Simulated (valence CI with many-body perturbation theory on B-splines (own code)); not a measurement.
# Level structure of Yb⁵⁶⁺

Method: relativistic CI+MBPT: four valence electrons over a frozen Dirac-Fock core [Ne], radial functions for each j: 11 s, 11 p, 9 d, 7 f, 5 g, 2 h, 1 i, with the one-electron correlation potential Σ1 (screened to all orders), the two-electron term Σ2, the three-electron term Σ3, Breit, model QED; selected single and double excitations, second order for the rest (own B-spline code, finite nucleus).

The last digits are not significant, and no measured levels were compared; by estimate large intervals hold to a few tenths of a per cent, small ones and those within an open d or f shell to about a per cent.

Levels 46 to 65 of 65, with energies above the lowest level, (3s^2 3p1/2^2) J=0. "Leading %" is the weight of the configuration and term that name the level; weights of strongly mixed levels are sums over their largest components and can fall short. In the jj column 3d3/2^4 stands for four electrons in 3d with j = 3/2. Lifetimes count E1, E2, E3, M1 and M2 decay at the calculated energies, and are blank where another channel may lead or the interval is too uncertain; long ones can be off by a factor of two.

```csv
No.,Configuration,Term,J,E (eV),Leading %,Lifetime,g,Leading jj
46,3s3p²3d,³P,0,952.3,59,428 fs,,3s 3p1/2 3p3/2 3d3/2 (60 %)
47,3s3p²3d,³P,2,955.5,34,2.02 ps,1.320,3s 3p1/2 3p3/2 3d5/2 (92 %)
48,3s3p²3d,³G,5,956.7,57,55.3 ps,1.273,3s 3p1/2 3p3/2 3d5/2 (99 %)
49,3s3p²3d,³F,3,965.0,45,2.73 ps,1.254,3s 3p1/2 3p3/2 3d5/2 (92 %)
50,3s3p²3d,³D,3,974.7,62,2.02 ps,1.297,3s 3p1/2 3p3/2 3d5/2 (94 %)
51,3s3p²3d,³P,1,975.0,43,1.50 ps,1.167,3s 3p1/2 3p3/2 3d5/2 (82 %)
52,3s3p²3d,³F,4,977.5,39,4.23 ps,1.166,3s 3p1/2 3p3/2 3d5/2 (90 %)
53,3s3p²3d,¹D,2,979.2,29,1.57 ps,1.118,3s 3p1/2 3p3/2 3d5/2 (84 %)
54,3s3p³,³P°,2,984.1,50,703 fs,1.429,3s 3p3/2^3 (96 %)
55,3s3p²3d,³D,3,988.6,37,821 fs,1.192,3s 3p1/2 3p3/2 3d5/2 (91 %)
56,3s3p²3d,³F,4,991.1,46,1.16 ps,1.142,3s 3p1/2 3p3/2 3d5/2 (90 %)
57,3s3p²3d,³D,1,993.6,41,1.64 ps,0.896,3s 3p1/2 3p3/2 3d5/2 (91 %)
58,3s²3d²,³F,2,997.2,53,233 fs,0.832,3s^2 3d3/2^2 (64 %)
59,3s3p²3d,³P,1,1004.9,31,1.44 ps,1.360,3s 3p1/2 3p3/2 3d5/2 (90 %)
60,3s3p²3d,¹F,3,1006.4,38,782 fs,1.081,3s 3p1/2 3p3/2 3d5/2 (87 %)
61,3s3p²3d,³D,2,1007.6,21,1.06 ps,1.167,3s 3p1/2 3p3/2 3d5/2 (81 %)
62,3s3p²3d,³P,0,1008.0,46,1.09 ps,,3s 3p1/2 3p3/2 3d5/2 (78 %)
63,3s3p²3d,³P,2,1014.6,32,478 fs,1.172,3s 3p1/2 3p3/2 3d5/2 (92 %)
64,3s3p³,¹P°,1,1015.2,38,313 fs,1.191,3s 3p3/2^3 (97 %)
65,3s²3d²,³P,0,1019.9,53,201 fs,,3s^2 3d3/2^2 (66 %)
```
